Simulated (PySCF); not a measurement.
**Ionisation energy of Sb²⁺ by level of theory**

Sb²⁺ [Kr] 4d10 5s2 5p1 (2P) → Sb³⁺ [Kr] 4d10 5s2 (1S), as a difference of total energies. Calculation: PySCF 2.14, in x2c-SVPall (6s5p3d, 36 functions); the spin-free X2C one-electron Hamiltonian (Gaussian nucleus). Correlated levels: valence: [Kr] 4d10 frozen. The calculations carry no spin-orbit coupling.

| method | ionisation energy (eV) |
| --- | --- |
| UHF | 24.103 |
| BP86 | 24.915 |
| M06-2X | 24.634 |
| MP2 (valence) | 24.210 |
| SCS-MP2 (valence) | 24.190 |

Estimate what CCSD (valence) gives.

24.264 eV, closest to MP2 (valence) among the rows shown.

Estimate what CCSD(T) (valence) gives.

24.272 eV, closest to MP2 (valence) among the rows shown.

The reference lies between the lowest fine-structure levels, while these numbers refer to the centres of the terms.

Errors of the correlated levels include the incompleteness of this basis and the frozen core.

For comparison: 25.323 eV (measured; NIST Atomic Spectra Database, ionization energies).
